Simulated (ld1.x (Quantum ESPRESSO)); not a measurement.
**Sb: PAW pseudisation with PBE, fully relativistic reference atom.**

ld1.x (Quantum ESPRESSO) 7.5 was run on this input:

```
&input
   title='Sb', zed=51., rel=2, dft='PBE', iswitch=3,
   config='[Kr] 4d10 5s2 5p2', rel_dist='average',
   nld=5, rlderiv=2.90, eminld=-5.0, emaxld=5.0, deld=0.02
 /
 &inputp
   pseudotype=3, lpaw=.true., tm=.true., lloc=-1, rcloc=2.30,
   nlcc=.true., rcore=0.75,
   which_augfun='PSQ', rmatch_augfun_nc=.true.,
   file_pseudopw='Sb.UPF', file_wfcaegen='ae.wfc', file_wfcncgen='nc.wfc', file_beta='beta', file_chi='chi', file_wfcusgen='us.wfc'
 /
6
5S  1  0   2.00   0.00  1.60  2.05  0.0
5S  1  0   0.00  -0.20  1.60  2.05  0.0
5P  2  1   2.00   0.00  2.20  2.65  0.0
5P  2  1   0.00   0.55  2.20  2.65  0.0
4D  3  2  10.00   0.00  1.25  1.45  0.0
4D  3  2   0.00  -2.05  1.25  1.45  0.0
 &test
   configts(1)='4d10 5s2 5p2'
 /
```

Command:

```bash
ld1.x < Sb.in > Sb.out
```

Resulting log (shortened: banner, matrices, multipoles, cross overlaps and the repeated all-electron block are left out):

```
Program LD1 v.7.5
     --------------------------- All-electron run ----------------------------

     Sb
     dirac relativistic calculation

     atomic number is 51.00
     dft =PBE   lsd =0 sic =0 latt =0  beta=0.20 tr2=1.0E-14
     Exchange-correlation= PBE
                           (   1   4   3   4   0   0   0)
     mesh =1243 r(mesh) =  98.80758 a.u. xmin = -7.00 dx = 0.01250
     1 Ry =  13.60569312 eV, c = 137.03599908

     n l j   nl                  e(Ry)          e(Ha)          e(eV)
     Spin orbit split results
     1 0 0.5 1S 1( 2.00)     -2226.5457     -1113.2729    -30293.6978
     2 0 0.5 2S 1( 2.00)      -339.2411      -169.6206     -4615.6107
     2 1 0.5 2P 1( 2.00)      -317.4025      -158.7013     -4318.4813
     2 1 1.5 2P 1( 4.00)      -298.8942      -149.4471     -4066.6627
     3 0 0.5 3S 1( 2.00)       -67.0175       -33.5088      -911.8200
     3 1 0.5 3P 1( 2.00)       -58.0937       -29.0468      -790.4045
     3 1 1.5 3P 1( 4.00)       -54.6784       -27.3392      -743.9381
     4 0 0.5 4S 1( 2.00)       -11.5566        -5.7783      -157.2350
     4 1 0.5 4P 1( 2.00)        -8.5395        -4.2697      -116.1854
     4 1 1.5 4P 1( 4.00)        -7.9082        -3.9541      -107.5972
     3 2 1.5 3D 1( 4.00)       -38.9271       -19.4636      -529.6303
     3 2 2.5 3D 1( 6.00)       -38.2174       -19.1087      -519.9741
     4 2 1.5 4D 1( 4.00)        -3.1402        -1.5701       -42.7248
     4 2 2.5 4D 1( 6.00)        -3.0487        -1.5243       -41.4793
     5 0 0.5 5S 1( 2.00)        -1.5160        -0.7580       -20.6264
     5 1 0.5 5P 1( 0.67)        -0.9187        -0.4594       -12.4996
     5 1 1.5 5P 1( 1.33)        -0.8645        -0.4323       -11.7622
     Averaged results
     1 0     1S 1( 2.00)     -2226.5457     -1113.2729    -30293.6978
     2 0     2S 1( 2.00)      -339.2411      -169.6206     -4615.6107
     2 1     2P 1( 6.00)      -305.0636      -152.5318     -4150.6022
     3 0     3S 1( 2.00)       -67.0175       -33.5088      -911.8200
     3 1     3P 1( 6.00)       -55.8168       -27.9084      -759.4269
     4 0     4S 1( 2.00)       -11.5566        -5.7783      -157.2350
     4 1     4P 1( 6.00)        -8.1187        -4.0593      -110.4599
     3 2     3D 1(10.00)       -38.5013       -19.2506      -523.8366
     4 2     4D 1(10.00)        -3.0853        -1.5426       -41.9775
     5 0     5S 1( 2.00)        -1.5160        -0.7580       -20.6264
     5 1     5P 1( 2.00)        -0.8826        -0.4413       -12.0080

     final scf error:  5.8E-15 reached in  23 iterations

     Etot =  -12966.388619 Ry,   -6483.194309 Ha, -176416.704460 eV

     Ekin =   13683.139278 Ry,    6841.569639 Ha,  186168.593975 eV
     Encl =  -31455.740462 Ry,  -15727.870231 Ha, -427977.151689 eV
     Eh   =    5146.953274 Ry,    2573.476637 Ha,   70027.866760 eV
     Exc  =    -340.740708 Ry,    -170.370354 Ha,   -4636.013506 eV

     normalization and overlap integrals

     s(1S/1S) =  1.000000  <r> =   0.0284  <r2> =    0.0011  r(max) =   0.0184
     s(2S/2S) =  1.000000  <r> =   0.1222  <r2> =    0.0177  r(max) =   0.1034
     s(2P/2P) =  1.000000  <r> =   0.1033  <r2> =    0.0131  r(max) =   0.0805
     s(2P/2P) =  1.000000  <r> =   0.1087  <r2> =    0.0144  r(max) =   0.0846
     s(3S/3S) =  1.000000  <r> =   0.3302  <r2> =    0.1248  r(max) =   0.2991
     s(3P/3P) =  1.000000  <r> =   0.3208  <r2> =    0.1197  r(max) =   0.2881
     s(3P/3P) =  1.000000  <r> =   0.3321  <r2> =    0.1280  r(max) =   0.2954
     s(4S/4S) =  1.000000  <r> =   0.7908  <r2> =    0.7075  r(max) =   0.7266
     s(4P/4P) =  1.000000  <r> =   0.8325  <r2> =    0.7913  r(max) =   0.7450
     s(4P/4P) =  1.000000  <r> =   0.8616  <r2> =    0.8476  r(max) =   0.7735
     s(3D/3D) =  1.000000  <r> =   0.3033  <r2> =    0.1092  r(max) =   0.2419
     s(3D/3D) =  1.000000  <r> =   0.3069  <r2> =    0.1117  r(max) =   0.2449
     s(4D/4D) =  1.000000  <r> =   1.0209  <r2> =    1.2304  r(max) =   0.8442
     s(4D/4D) =  1.000000  <r> =   1.0340  <r2> =    1.2627  r(max) =   0.8549
     s(5S/5S) =  1.000000  <r> =   2.1590  <r2> =    5.2739  r(max) =   1.8789
     s(5P/5P) =  1.000000  <r> =   2.6026  <r2> =    7.7410  r(max) =   2.1829
     s(5P/5P) =  1.000000  <r> =   2.7047  <r2> =    8.3562  r(max) =   2.2664

     ------------------------ End of All-electron run ------------------------

     --------------------- Generating PAW atomic setup --------------------

      Generating local potential from pseudized AE potential:
      Matching radius rcloc =   2.3000

      Local pseudo, rcloc= 2.324 Estimated cut-off energy=     4.39 Ry

      Computing core charge for nlcc:

       r > 0.75 : true rho core
       r < 0.75 : rho core = a sin(br)/r    a=  23.17  b=   2.95

      Integrated core pseudo-charge :  10.59

     Fully relativistic calculation: |psi|^2

     Wfc 5S LC norm =  0.99990865 SC norm =  0.00008997 missing  0.00000138
     Speed at rcutus      0.756 a.u.,  v/c =  0.005518,  (v/c)^2 =  0.00003045

     Wfc 5P LC norm =  0.99993824 SC norm =  0.00006139 missing  0.00000036
     Speed at rcutus      0.536 a.u.,  v/c =  0.003909,  (v/c)^2 =  0.00001528

     Wfc 5P LC norm =  0.99994277 SC norm =  0.00005361 missing  0.00000362
     Speed at rcutus      0.560 a.u.,  v/c =  0.004089,  (v/c)^2 =  0.00001672

     Wfc 4D LC norm =  0.99963650 SC norm =  0.00036349 missing  0.00000001
     Speed at rcutus      0.883 a.u.,  v/c =  0.006440,  (v/c)^2 =  0.00004148

     Wfc 4D LC norm =  0.99964438 SC norm =  0.00035558 missing  0.00000004
     Speed at rcutus      0.918 a.u.,  v/c =  0.006701,  (v/c)^2 =  0.00004491
      Wfc-us  5S rcutus= 2.051  Estimated cut-off energy=    10.97 Ry
      Wfc-us  5S rcutus= 2.051  Estimated cut-off energy=    13.44 Ry
      Wfc-us  5P rcutus= 2.633  Estimated cut-off energy=    11.23 Ry
      Wfc-us  5P rcutus= 2.633  Estimated cut-off energy=    11.14 Ry
      Wfc-us  5P rcutus= 2.633  Estimated cut-off energy=    16.69 Ry
      Wfc-us  5P rcutus= 2.633  Estimated cut-off energy=    15.76 Ry
      Wfc-us  4D rcutus= 1.445  Estimated cut-off energy=    56.90 Ry
      Wfc-us  4D rcutus= 1.445  Estimated cut-off energy=    56.81 Ry
      Wfc-us  4D rcutus= 1.445  Estimated cut-off energy=    66.86 Ry
      Wfc-us  4D rcutus= 1.445  Estimated cut-off energy=    65.14 Ry

     Required augmentation: PSQ   radius:    2.650000

     Q pseudized with Bessel functions
     Expected ecutrho=     289.7155 due to l1=  2   l2=  2

     Estimated PAW energy = -475.871102 Ryd

     ------------------- End of pseudopotential generation -------------------

     Computing logarithmic derivative in   2.89199
     Computing logarithmic derivative in   2.89199
     Computing the partial wave expansion
     R is outside the sphere for l=    0 j= 0.50
     R is outside the sphere for l=    0 j= 0.50
     R is outside the sphere for l=    1 j= 0.50
     R is outside the sphere for l=    1 j= 0.50
     R is outside the sphere for l=    1 j= 1.50
     R is outside the sphere for l=    1 j= 1.50
     R is outside the sphere for l=    2 j= 1.50
     R is outside the sphere for l=    2 j= 1.50
     R is outside the sphere for l=    2 j= 2.50
     R is outside the sphere for l=    2 j= 2.50

     ---------------------- Testing the pseudopotential ----------------------

     Sb
     dirac relativistic calculation

     atomic number is 51.00   valence charge is 15.00
     dft = SLA  PW   PBX  PBC   lsd =0 sic =0 latt =0  beta=0.20 tr2=1.0E-14
     mesh =1243 r(mesh) =  98.80758 xmin = -7.00 dx = 0.01250

     n l  j  nl             e AE (Ry)       e PS (Ry)    De AE-PS (Ry)
     3 2 1.5 4D   1( 4.00)       -3.14022       -3.14022        0.00000
     3 2 2.5 4D   1( 6.00)       -3.04867       -3.04867        0.00000
     1 0 0.5 5S   1( 2.00)       -1.51601       -1.51601        0.00000
     2 1 0.5 5P   1( 0.67)       -0.91870       -0.91870        0.00000
     2 1 1.5 5P   1( 1.33)       -0.86451       -0.86451        0.00000

     eps = 7.2E-15  iter =  4

     Etot =  -12966.388619 Ry,   -6483.194309 Ha, -176416.704460 eV
     Etotps =  -475.871112 Ry,    -237.935556 Ha,   -6474.556311 eV

     Ekin =     294.692050 Ry,     147.346025 Ha,    4009.489596 eV
     Encl =    -561.370416 Ry,    -280.685208 Ha,   -7637.833607 eV
     Ehrt =     131.547964 Ry,      65.773982 Ha,    1789.801232 eV
     Ecxc =    -340.740710 Ry,    -170.370355 Ha,   -4636.013532 eV
     (Ecc =     -21.037539 Ry,     -10.518769 Ha,    -286.230294 eV)

     ---------------------- End of pseudopotential test ----------------------
```

Generation and configuration tests took about 2.9 s on one core of a shared server CPU.
